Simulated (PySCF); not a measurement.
# Potential energy of KMg along the bond

Set-up: K 3-21G, Mg 3-21G; no relativity (PySCF 2.14). Energies in eV from K + Mg in their ground configurations at the same level. All curves are PBE0. state 1: ²Σ⁺ (doublet), unpaired electrons σ ↑; state 2: doublet, unpaired electrons π ↑, a second solution, started from another occupation; state 3: ⁴Π (quartet), unpaired electrons σ ↑↑, π ↑, a second solution, started from another occupation.

| R (Å) | state 1 | state 2 | state 3 |
| --- | --- | --- | --- |
| 3.478 | -0.1012 | 0.6860 | 2.3053 |
| 3.640 | -0.1469 | 0.7125 | 2.2602 |
| 3.801 | -0.1715 | 0.7546 | 2.2371 |
| 3.923 | -0.1800 | 0.7926 | 2.2310 |
| 4.044 | -0.1821 | 0.8338 | 2.2322 |
| 4.165 | -0.1796 | 0.8766 | 2.2391 |
| 4.327 | -0.1713 | 0.9338 | 2.2546 |
| 4.529 | -0.1561 | 1.0022 | 2.2803 |
| 4.772 | -0.1347 | 1.0764 | 2.3152 |
| 5.095 | -0.1060 | 1.1583 | 2.3615 |

Question: Put a parabola through the three lowest points of the state 1 curve and estimate Re, k and ωe (reduced mass 14.85 u; 1 eV/Å² = 0.16022 mdyn/Å; ωe = 1302.8·√(k/μ) cm⁻¹).

Answer: Through R = 3.923, 4.044, 4.165 Å the second-order coefficient is 0.157 eV/Å², so Re ≈ 4.039 Å, k ≈ 0.0503 mdyn/Å and ωe ≈ 76 cm⁻¹. A polynomial fit of higher order to the unrounded PBE0 energies gives Re = 4.033 Å, k = 0.0518 mdyn/Å, ωe = 76.9 cm⁻¹; anharmonicity and rounding make the difference.

The higher-order fit for each curve: state 1: Re = 4.033 Å, ωe = 76.9 cm⁻¹, De = 0.182 eV; state 3: Re = 3.960 Å, ωe = 91.9 cm⁻¹, minimum 2.23 eV above the ground-state fragments. State 2 gave no clean fit.

The bond is weak. Basis-set superposition, not corrected here, can be much of De in a small basis, most of all at correlated wavefunction levels. Functionals without a dispersion term scatter widely for such bonds, and LDA overbinds them. Counting both spins, an empty level lies below a filled one in some of these solutions, because spin and occupation are held. 3-21G is very small, so such numbers show the basis as much as the molecule. The state is the lowest determinant that a PBE0 search found; another state may lie lower at other levels.
